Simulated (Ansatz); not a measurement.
Computed with Ansatz on PBE0-D4/def2-TZVP structures; ΔE is electronic, products minus reactants. CBS: MP2 limit from def2 TZ/QZ plus the TZ coupled-cluster correction, frozen cores. Functionals use def2-TZVPP. Each species was taken in one conformer, which may not be the lowest.

Reaction (isomerisation): `CC[N]([AlH2])[SiH3]` → `C[SiH](C)[AlH][NH2]`

`CC[N]([AlH2])[SiH3]`:

Cartesian coordinates in Å:
```
C 0.096 -0.445 -1.865
C -0.291 0.620 -0.855
N 0.059 0.266 0.526
Al 1.480 1.018 1.302
Si -0.988 -0.846 1.337
H -0.193 -0.141 -2.875
H -0.391 -1.398 -1.647
H 1.176 -0.611 -1.854
H 0.203 1.561 -1.121
H -1.370 0.816 -0.924
H 1.862 0.605 2.779
H 2.276 2.075 0.429
H -0.984 -2.209 0.733
H -0.539 -0.953 2.748
H -2.397 -0.357 1.287
```

`C[SiH](C)[AlH][NH2]`:

```xyz
15

C    -1.268    1.160    0.679
Si   -0.345   -0.484    0.623
C    -1.395   -1.769   -0.273
Al    1.885   -0.231   -0.380
N     2.421    1.405   -0.804
H    -0.711    1.907    1.250
H    -1.425    1.555   -0.328
H    -2.248    1.040    1.150
H    -0.180   -0.956    2.036
H    -0.902   -2.743   -0.289
H    -1.581   -1.471   -1.309
H    -2.363   -1.889    0.222
H     2.919   -1.399   -0.701
H     3.314    1.634   -1.212
H     1.879    2.242   -0.664
```

CCSD(T)/CBS gives -63.9 kJ/mol.

(1) Another level gave -74.0 kJ/mol. Which?
A. MP2/def2-TZVPP
B. ωB97X-V/def2-TZVPP
C. PBE/def2-TZVPP
D. r2SCAN-D4/def2-TZVPP

Largest T1 diagnostic among the species: 0.012.

Results:

(1) D. r2SCAN-D4 -74.0, PBE -86.0, ωB97X-V -60.5, MP2/def2-TZVPP -56.3 kJ/mol.

From PBE to PBE0 (25 % exact exchange), in def2-TZVPP and without D4, ΔE moves by +5.3 kJ/mol. In def2-TZVPP, CCSD(T) changes the Hartree–Fock value by −13.0 kJ/mol (the triples alone add −0.5 kJ/mol) and MP2 by −9.9 kJ/mol.

CCSD(T)/CBS has its own doubt, a few kJ/mol and more with outer-core shells, so smaller differences from it don't rank the levels.
